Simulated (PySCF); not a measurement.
Si(F)2(H)(SeH) (F2H2SeSi), SMILES F[SiH]([SeH])F. Atoms are numbered in the order given.

```xyz
6

Si    -0.8437     0.4464     0.4037
F     -1.9800    -0.6227    -0.0100
F     -1.0921     1.7808    -0.4719
Se     1.1348    -0.5328    -0.1051
H     -1.0043     0.8208     1.8221
H      1.8825     0.6215     0.4351
```
Charge 0, spin multiplicity 1.

Geometry optimised at B3LYP-D3(BJ)/def2-SVP. The values are those of a single conformer.

Computed with TDA-B3LYP/def2-SVPD (PySCF 2.14.0).

Vertical excitations. Gas-phase values at a fixed geometry.

Q: Give excitation energies, oscillator strengths and character. (Estimate from the structure and the level; the computed values follow.)

A: 
| state | energy (eV) | λ (nm) | f | main pairs |
|---|---|---|---|---|
| S1 | 5.41 | 229 | 0.002 | HOMO→LUMO 97 % |
| S2 | 6.01 | 206 | 0.050 | HOMO→LUMO+1 97 % |
| S3 | 6.36 | 195 | 0.007 | HOMO→LUMO+2 97 % |
| S4 | 7.00 | 177 | 0.023 | HOMO→LUMO+3 80 % |
| S5 | 7.51 | 165 | 0.008 | HOMO−1→LUMO 54 %, HOMO→LUMO+4 26 % |
| S6 | 7.55 | 164 | 0.011 | HOMO→LUMO+4 59 %, HOMO−1→LUMO 24 % |
| S7 | 7.73 | 160 | 0.059 | HOMO→LUMO+5 86 % |
| S8 | 8.00 | 155 | 0.019 | HOMO→LUMO+6 70 %, HOMO→LUMO+7 22 % |
| S9 | 8.08 | 153 | 0.052 | HOMO−1→LUMO+2 69 %, HOMO→LUMO+7 11 % |
| S10 | 8.20 | 151 | 0.041 | HOMO→LUMO+7 62 %, HOMO→LUMO+6 12 % |
| T1 | 4.98 | 249 | 0 | HOMO→LUMO 96 % |
| T2 | 5.56 | 223 | 0 | HOMO→LUMO+1 95 % |
| T3 | 6.16 | 201 | 0 | HOMO→LUMO+2 92 % |
| T4 | 6.51 | 191 | 0 | HOMO→LUMO+3 67 %, HOMO−1→LUMO 17 % |
Triplets are in the Tamm–Dancoff approximation.
